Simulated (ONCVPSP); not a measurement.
## LDA (Perdew-Zunger) ONCV dataset for Ga (Z = 31), scalar-relativistic all-electron reference.

* Element: gallium
* Generator: ONCVPSP 4.0.1
* Type: optimised norm-conserving Vanderbilt (ONCV)
* Functional: LDA (Perdew-Zunger)
* Relativity: scalar-relativistic
* Frozen core: [Ar]
* Valence charge: 13
* Reference configuration: 3d10 4s2 4p1
* Partial waves: 4s: rc 1.60 bohr, ncon 4, nbas 7, qcut 4.3 1/bohr, 2 projectors, debl 1.1 Ha; 4p: rc 2.25 bohr, ncon 3, nbas 6, qcut 3.5 1/bohr, 1 projector; 3d: rc 1.05 bohr, ncon 4, nbas 9, qcut 14.2 1/bohr, 2 projectors, debl 2.9 Ha
* Local potential: polynomial inside 0.95 bohr (lpopt 5, dvloc0 6 Ha)
* Core correction: none

* Cutoffs needed: 86 Ha and 94 Ha (the cutoffs (Ha) at which the residual kinetic energy of the hardest occupied pseudo-wave falls to 1 and 0.1 mHa per electron)
* Ghost test: ghosts flagged at negative energy: s at -281.7 eV; GHOST(+) flagged for s at 133.2 eV; a true bound ghost makes a file unfit for plane-wave use
* Configuration tests: 1 of 4 tests not solved or not reliable
